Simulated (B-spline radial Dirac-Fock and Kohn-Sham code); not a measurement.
Calculated with a radial finite-basis atomic code, using Dirac-Fock densities.

**Question.** This computed X-ray form factor belongs to an atom or ion in its tabulated ground configuration. Which?

```tsv
sin θ/λ (Å⁻¹)	f₀
0.15	36.021
0.25	33.027
0.7	19.832
0.8	18.081
1.4	10.568
1.8	7.555
2	6.644
3.5	3.881
6	1.638
```

**Answer.** Ag⁹⁺, with 38 electrons in [Kr] 4d2. f₀ tends to the number of electrons as s goes to zero, which the first rows give only roughly, and the rate of fall reflects the nuclear charge, 47.
